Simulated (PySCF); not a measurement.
**Removal energies of Cl⁷⁺ from EOM-IP-GCCSD**

Reference: closed-shell Cl⁷⁺, [Ne]; one electron is removed. Calculated with PySCF 2.14, two-component X2C-1e with screened spin-orbit coupling, an even-tempered Gaussian basis (19 s from 0.15 bohr⁻², ratio 2.6; 12 p from 0.19 bohr⁻², ratio 2.6; 7 d from 0.2 bohr⁻², ratio 2.8; 3 f from 11 bohr⁻², ratio 2.8); frozen 1s2; the 46 highest virtual spinors dropped; of the others 44 kept and the rest restored at second order. No Breit or QED terms. Binding energies in eV.

```
level  Koopmans  second order  EOM-CCSD
2s1/2    420.12        416.52    416.74
2p1/2    351.71        349.45    349.78
2p3/2    349.89        347.67    347.99
```

For comparison, the ionisation energy of Cl⁷⁺ is 348.31 eV (measured; NIST Atomic Spectra Database, ionization energies).

The screened spin-orbit operator tends to give fine-structure splittings of light species too large.
